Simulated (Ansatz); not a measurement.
CH7GaSSi (`[SiH3][CH](S)[GaH2]`). The species carries charge 0 and has multiplicity 1.

Cartesian coordinates in Å:
```
Si 0.1075 -1.2171 -1.1943
C 0.2689 0.4062 -0.2967
S 1.4214 0.2548 1.1307
Ga -1.0950 0.8232 1.0882
H -0.9780 -1.0836 -2.2015
H 1.3639 -1.6156 -1.8882
H -0.2480 -2.2831 -0.2204
H 0.6019 1.2044 -0.9584
H 1.6576 1.5646 1.3253
H -1.9100 -0.3718 1.6742
H -1.1902 2.3181 1.5411
```

Task: List the harmonic frequencies (cm⁻¹, unscaled) at PBE0-D4/def2-TZVP in Ansatz. (An estimate is asked.)

Result: Ansatz gave: 110, 132, 160, 185, 284, 370, 433, 489, 548, 581, 686, 702, 729, 792, 916, 929, 939, 948, 958, 1131, 1978, 1998, 2208, 2224, 2229, 2690, 3140.

Task: Is this a minimum?

Result: Yes, all 27 modes are real.

Task: Give the ideal-gas thermochemistry at 298.15 K and 1 bar (rigid rotor, harmonic oscillator; point group C1, symmetry number 1).

Result: Zero-point energy 170.4 kJ/mol; H(298) − E = 193.2 kJ/mol; entropy 363.7 J/(mol·K), of which translation 171.3, rotation 117.4, vibration 75.1; G(298) − E = 84.8 kJ/mol.

Task: And at 400, 500, 600, 800 and 1000 K?

Result: 
```tsv
T (K)	H − E (kJ/mol)	S (J/mol/K)	G − E (kJ/mol)
400	207.0	403.3	45.7
500	222.5	437.9	3.6
600	239.6	468.9	-41.8
800	277.2	522.9	-141.1
1000	318.3	568.6	-250.4
```
